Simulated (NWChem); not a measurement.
System: AlSiH₅O; SMILES [O]([AlH2])[SiH3]

Here is an NWChem input.

```
start job
memory heap 200 mb stack 900 mb global 1100 mb
geometry units angstroms noautoz
  Al     0.001776    -1.801665     0.001043
  H     -1.395364    -2.546326     0.000193
  H      1.396357    -2.551087     0.000347
  O      0.005941    -0.097879     0.002623
  Si     0.000232     1.544413     0.000575
  H      0.381175     2.064415     1.342619
  H     -1.350365     2.071984    -0.338679
  H      0.968345     2.070479    -1.000933
end
basis spherical
  Al library 6-31+g*
  H library 6-31+g*
  O library 6-31+g*
  Si library 6-31+g*
end
dft
  xc b3lyp
  iterations 150
end
tddft
  nroots 8
  notriplet
end
task tddft energy
```

Output (shortened):

```
             Northwest Computational Chemistry Package (NWChem) 7.3.0
             --------------------------------------------------------

 C1  symmetry detected

                             Geometry "geometry" -> ""
                             -------------------------

 Output coordinates in angstroms (scale by  1.889725989 to convert to a.u.)

  No.       Tag          Charge          X              Y              Z
 ---- ---------------- ---------- -------------- -------------- --------------
    1 Al                  13.0000    -0.00098614    -1.76482894    -0.00037835
    2 H                    1.0000    -1.39851074    -2.50876785    -0.00127243
    3 H                    1.0000     1.39320744    -2.51497125    -0.00125690
    4 O                    8.0000     0.00405923    -0.06104558     0.00146003
    5 Si                  14.0000    -0.00080135     1.58124944    -0.00033843
    6 H                    1.0000     0.38047638     2.10085083     1.34176568
    7 H                    1.0000    -1.35114230     2.10956967    -0.33944572
    8 H                    1.0000     0.96753399     2.10696721    -1.00181434

 Effective nuclear repulsion energy (a.u.)     138.6465569762

                                 NWChem DFT Module
                                 -----------------

 Summary of "ao basis" -> "ao basis" (spherical)
 ------------------------------------------------------------------------------
       Tag                 Description            Shells   Functions and Types
 ---------------- ------------------------------  ------  ---------------------
 Al                         6-31+g*                 10       22   5s4p1d
 H                          6-31+g*                  2        2   2s
 O                          6-31+g*                  8       18   4s3p1d
 Si                         6-31+g*                 10       22   5s4p1d

            General Information
            -------------------
          SCF calculation type: DFT
          Wavefunction type:  closed shell.
          No. of atoms     :     8
          No. of electrons :    40
           Alpha electrons :    20
            Beta electrons :    20
          Charge           :     0
          Spin multiplicity:     1
          Use of symmetry is: off; symmetry adaption is: off
          Maximum number of iterations: 150
          AO basis - number of functions:    72
                     number of shells:    38
          Convergence on energy requested:  1.00D-06
          Convergence on density requested:  1.00D-05
          Convergence on gradient requested:  5.00D-04

              XC Information
              --------------
                         B3LYP Method XC Potential
                     Hartree-Fock (Exact) Exchange  0.200
                        Slater Exchange Functional  0.800 local
                    Becke 1988 Exchange Functional  0.720 non-local
              Lee-Yang-Parr Correlation Functional  0.810
                  VWN I RPA Correlation Functional  0.190 local

             Grid Information
             ----------------
          Grid used for XC integration:  medium
          Radial quadrature: Mura-Knowles
          Angular quadrature: Lebedev.
          Tag              B.-S. Rad. Rad. Pts. Rad. Cut. Ang. Pts.
          ---              ---------- --------- --------- ---------
          Al                  1.25       88          14.0       590
          H                   0.35       45          13.0       434
          O                   0.60       49          10.0       434
          Si                  1.10       88          14.0       590
          Grid pruning is: on
          Number of quadrature shells:   450
          Spatial weights used:  Erf1

      Superposition of Atomic Density Guess
      -------------------------------------

 Sum of atomic energies:        -607.92453292

      Non-variational initial energy
      ------------------------------

 Total energy =    -608.574510
 1-e energy   =   -1118.250789
 2-e energy   =     371.029722
 HOMO         =      -0.354735
 LUMO         =      -0.005958

   convergence    iter        energy       DeltaE   RMS-Dens  Diis-err
 ---------------- ----- ----------------- --------- --------- ---------
 d= 0,ls=0.0,diis     1   -610.1592166318 -7.49D+02  2.12D-02  6.58D-01
 d= 0,ls=0.0,diis     2   -609.9882652883  1.71D-01  1.17D-02  2.45D+00
 d= 0,ls=0.0,diis     3   -610.2340679309 -2.46D-01  1.35D-03  1.05D-02
 d= 0,ls=0.0,diis     4   -610.2352220019 -1.15D-03  4.05D-04  5.06D-04
 d= 0,ls=0.0,diis     5   -610.2353103738 -8.84D-05  9.45D-05  1.60D-05
  Resetting Diis
 d= 0,ls=0.0,diis     6   -610.2353129811 -2.61D-06  1.35D-05  3.29D-07
 d= 0,ls=0.0,diis     7   -610.2353130326 -5.15D-08  2.56D-06  6.02D-09

         Total DFT energy =     -610.235313032552
      One electron energy =    -1121.001838461448
           Coulomb energy =      422.257087226695
    Exchange-Corr. energy =      -50.137118774038
 Nuclear repulsion energy =      138.646556976240

 Numeric. integr. density =       40.000000736120

                       DFT Final Molecular Orbital Analysis
                       ------------------------------------

 Vector   18  Occ=2.000000D+00  E=-3.268771D-01
              MO Center= -1.7D-01, -8.8D-02, -1.6D-01, r^2= 6.2D+00
   Bfn.  Coefficient  Atom+Function         Bfn.  Coefficient  Atom+Function
  ----- ------------  ---------------      ----- ------------  ---------------
     7      0.270120  1 Al px                51     -0.251396  5 Si px
    70      0.238493  7 H  s                 29      0.226160  4 O  px
    69      0.193108  7 H  s                 72     -0.171679  8 H  s
    33      0.166107  4 O  px                26      0.164755  3 H  s
    24     -0.163293  2 H  s                 23     -0.152153  2 H  s

 Vector   19  Occ=2.000000D+00  E=-3.163216D-01
              MO Center=  2.3D-01,  1.1D+00,  2.1D-01, r^2= 2.9D+00
   Bfn.  Coefficient  Atom+Function         Bfn.  Coefficient  Atom+Function
  ----- ------------  ---------------      ----- ------------  ---------------
    31      0.404484  4 O  pz                35      0.293318  4 O  pz
    68     -0.281725  6 H  s                 53     -0.263958  5 Si pz
    67     -0.225661  6 H  s                 72      0.209770  8 H  s
    71      0.168251  8 H  s                 49      0.105594  5 Si pz
    39      0.105024  4 O  pz                 9      0.096371  1 Al pz

[...]

                                NWChem TDDFT Module
                                -------------------

            General Information
            -------------------
           No. of orbitals :     144
            Alpha orbitals :      72
             Beta orbitals :      72
        Alpha frozen cores :       0
         Beta frozen cores :       0
     Alpha frozen virtuals :       0
      Beta frozen virtuals :       0
         Spin multiplicity :       1
    Number of AO functions :      72
        Use of symmetry is : off
      Symmetry adaption is : off
         Schwarz screening :  0.10D-07

              XC Information
              --------------
                  B3LYP Method XC Potential
              Hartree-Fock (Exact) Exchange   0.20
                 Slater Exchange Functional   0.80 local
             Becke 1988 Exchange Functional   0.72 non-local
       Lee-Yang-Parr Correlation Functional   0.81
           VWN I RPA Correlation Functional   0.19 local

             TDDFT Information
             -----------------
          Calculation type : TDDFT
         Wavefunction type : Restricted singlets
          No. of electrons :      40
           Alpha electrons :      20
            Beta electrons :      20
              No. of roots :       8
          Max subspacesize :    5600
            Max iterations :     100
               Target root :       1
           Target symmetry : none
      Symmetry restriction : off
                 Algorithm : Optimal
        Davidson threshold :  0.10D-03

    8 smallest eigenvalue differences (eV)
--------------------------------------------------------
  No. Spin  Occ  Vir  Irrep   E(Occ)    E(Vir)   E(Diff)
--------------------------------------------------------
    1    1   20   21 a        -0.295    -0.053     6.577
    2    1   19   21 a        -0.316    -0.053     7.155
    3    1   18   21 a        -0.327    -0.053     7.442
    4    1   20   22 a        -0.295    -0.017     7.567
    5    1   19   22 a        -0.316    -0.017     8.145
    6    1   20   23 a        -0.295     0.008     8.258
    7    1   18   22 a        -0.327    -0.017     8.432
    8    1   20   24 a        -0.295     0.020     8.582
--------------------------------------------------------

  Entering Davidson iterations
  Restricted singlet excited states

  Iter   NTrls   NConv    DeltaV     DeltaE      Time
  ----  ------  ------  ---------  ---------  ---------
    1      8       0     0.16E+00   0.10+100       27.0
    2     24       0     0.35E-01   0.75E-02       40.5
    3     40       0     0.87E-02   0.63E-03       40.7
    4     56       0     0.33E-02   0.51E-04       40.9
    5     72       1     0.15E-02   0.65E-05       37.9
    6     86       2     0.60E-03   0.73E-06       35.6
    7     98       3     0.30E-03   0.79E-07       32.5
    8    108       7     0.12E-03   0.13E-07       29.5
    9    110       8     0.77E-04   0.17E-08       22.1
  ----  ------  ------  ---------  ---------  ---------
  Convergence criterion met

  Ground state a        -610.235313032552 a.u.

  ----------------------------------------------------------------------------
  Root   1 singlet a              0.200215652 a.u.                5.4481 eV
  ----------------------------------------------------------------------------
     Transition Moments    X -0.01547   Y -0.00008   Z  0.01707
     Dipole Oscillator Strength                    0.0000708628
     Electric Quadrupole                           0.0000001214
     Magnetic Dipole                               0.0000019761
     Total Oscillator Strength                     0.0000729603

     Occ.   18  a   ---  Virt.   21  a   -0.11526 X
     Occ.   20  a   ---  Virt.   21  a    0.99062 X
  ----------------------------------------------------------------------------
  Root   2 singlet a              0.236325049 a.u.                6.4307 eV
  ----------------------------------------------------------------------------
     Transition Moments    X  0.03341   Y  0.67506   Z  0.03347
     Dipole Oscillator Strength                    0.0721483455
     Electric Quadrupole                           0.0000000090
     Magnetic Dipole                               0.0000000061
     Total Oscillator Strength                     0.0721483606

     Occ.   19  a   ---  Virt.   21  a    0.99395 X
  ----------------------------------------------------------------------------
  Root   3 singlet a              0.237632435 a.u.                6.4663 eV
  ----------------------------------------------------------------------------
     Transition Moments    X -0.02433   Y  0.00168   Z  0.02955
     Dipole Oscillator Strength                    0.0002325839
     Electric Quadrupole                           0.0000001170
     Magnetic Dipole                               0.0000009476
     Total Oscillator Strength                     0.0002336485

     Occ.   16  a   ---  Virt.   21  a    0.13877 X
     Occ.   18  a   ---  Virt.   21  a    0.98242 X
     Occ.   20  a   ---  Virt.   21  a    0.10786 X
  ----------------------------------------------------------------------------
  Root   4 singlet a              0.242167109 a.u.                6.5897 eV
  ----------------------------------------------------------------------------
     Transition Moments    X -0.13181   Y -0.02139   Z -0.00021
     Dipole Oscillator Strength                    0.0028786515
     Electric Quadrupole                           0.0000000772
     Magnetic Dipole                               0.0000000066
     Total Oscillator Strength                     0.0028787354

     Occ.   18  a   ---  Virt.   22  a   -0.14533 X
     Occ.   18  a   ---  Virt.   24  a   -0.05037 X
     Occ.   18  a   ---  Virt.   27  a   -0.06201 X
     Occ.   20  a   ---  Virt.   22  a   -0.97845 X
     Occ.   20  a   ---  Virt.   28  a   -0.05818 X
     Occ.   20  a   ---  Virt.   33  a    0.05700 X
  ----------------------------------------------------------------------------
  Root   5 singlet a              0.259205453 a.u.                7.0533 eV
  ----------------------------------------------------------------------------
     Transition Moments    X  0.00015   Y  0.00774   Z  0.08177
     Dipole Oscillator Strength                    0.0011658496
     Electric Quadrupole                           0.0000000152
     Magnetic Dipole                               0.0000022083
     Total Oscillator Strength                     0.0011680731

     Occ.   17  a   ---  Virt.   21  a   -0.08961 X
     Occ.   19  a   ---  Virt.   22  a    0.98837 X
     Occ.   19  a   ---  Virt.   24  a    0.05939 X
     Occ.   19  a   ---  Virt.   27  a    0.06795 X
  ----------------------------------------------------------------------------
  Root   6 singlet a              0.274241581 a.u.                7.4625 eV
  ----------------------------------------------------------------------------
     Transition Moments    X -0.06390   Y -0.00442   Z -0.00008
     Dipole Oscillator Strength                    0.0007500414
     Electric Quadrupole                           0.0000002927
     Magnetic Dipole                               0.0000062563
     Total Oscillator Strength                     0.0007565904

     Occ.   18  a   ---  Virt.   22  a   -0.92732 X
     Occ.   20  a   ---  Virt.   22  a    0.12236 X
     Occ.   20  a   ---  Virt.   23  a    0.17054 X
     Occ.   20  a   ---  Virt.   24  a   -0.25111 X
     Occ.   20  a   ---  Virt.   27  a   -0.15090 X
  ----------------------------------------------------------------------------
  Root   7 singlet a              0.276681420 a.u.                7.5289 eV
  ----------------------------------------------------------------------------
     Transition Moments    X -0.75949   Y  0.00318   Z  0.00006
     Dipole Oscillator Strength                    0.1063998547
     Electric Quadrupole                           0.0000000964
     Magnetic Dipole                               0.0000000338
     Total Oscillator Strength                     0.1063999848

     Occ.   18  a   ---  Virt.   22  a    0.12592 X
     Occ.   18  a   ---  Virt.   23  a    0.10735 X
     Occ.   18  a   ---  Virt.   24  a   -0.10840 X
     Occ.   20  a   ---  Virt.   23  a    0.95989 X
     Occ.   20  a   ---  Virt.   24  a    0.18585 X
  ----------------------------------------------------------------------------
  Root   8 singlet a              0.287147215 a.u.                7.8137 eV
  ----------------------------------------------------------------------------
     Transition Moments    X  0.23666   Y  0.00706   Z  0.00012
     Dipole Oscillator Strength                    0.0107312061
     Electric Quadrupole                           0.0000020567
     Magnetic Dipole                               0.0000008221
     Total Oscillator Strength                     0.0107340848

     Occ.   18  a   ---  Virt.   22  a    0.26858 X
     Occ.   18  a   ---  Virt.   23  a    0.22819 X
     Occ.   20  a   ---  Virt.   22  a   -0.06166 X
     Occ.   20  a   ---  Virt.   23  a    0.11936 X
     Occ.   20  a   ---  Virt.   24  a   -0.91779 X
     Occ.   20  a   ---  Virt.   28  a   -0.08486 X

              Target root =      1
          Target symmetry = none
      Ground state energy =   -610.235313032552
        Excitation energy =      0.200215652473
     Excited state energy =   -610.035097380078

  stored tddft:energy   -610.03509738007835
```

Level: B3LYP/6-31+G* (spherical d), full TDDFT. All runs use the structure optimised with B3LYP/6-31G* (spherical d).
